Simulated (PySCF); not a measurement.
Species: C₄H₄F₃S (charge -1).
Numbering: `[CH3:1]/[C:2]([S-:3])=[CH:4]/[C:5]([F:6])([F:7])[F:8]` (hydrogens: H9, H10, H11 on C1; H12 on C4)

The geometry is computed with GFN2-xTB (gas phase).

What internal coordinates does the optimisation give?

```csv
bond,length (pm)
C1–C2,150.9
C2–S3,168.6
C2=C4,136.4
C4–C5,146.2
"C5–F6, C5–F7, C5–F8",136.4
"C1–H9, C1–H10, C1–H11",109.0
C4–H12,108.0
```

Bonds in one row agree within 1 pm and their mean is given. A selection of angles:
```csv
angle,degrees
C2–C1–H9,109.5
C2–C1–H11,111.8
H9–C1–H10,107.6
H9–C1–H11,109.2
C1–C2–S3,116.2
C1–C2–C4,117.9
S3–C2–C4,125.9
C2–C4–C5,125.4
C2–C4–H12,121.0
C5–C4–H12,113.6
C4–C5–F6,116.6
C4–C5–F7,110.7
F6–C5–F7,103.6
```

Torsions: C1–C2–C4–C5 180° (antiperiplanar); C2–C4–C5–F6 -62° (synclinal).

Of the pairs four or more bonds apart, H11···H12 is among the closest relative to their van der Waals radii: 2.29 Å, 95 % of the sum of Bondi's values. The C–C distances run from 1.364 Å (C2=C4, drawn double in one of several resonance forms) to 1.509 Å (C1–C2, drawn single), a spread of 0.145 Å. C4 (carbon bonded to 2 C and H) is planar (angles 125.4°, 121.0° and 113.6°, sum 360.0°, 0.00 Å off the plane of its three neighbours). C2 (fully substituted alkene carbon) is planar (angles 125.9°, 117.9° and 116.2°, sum 360.0°, 0.00 Å off the plane of its three neighbours).

Point group: Cs (tolerance 0.08 Å). Whether it is a minimum is left open (no frequencies).
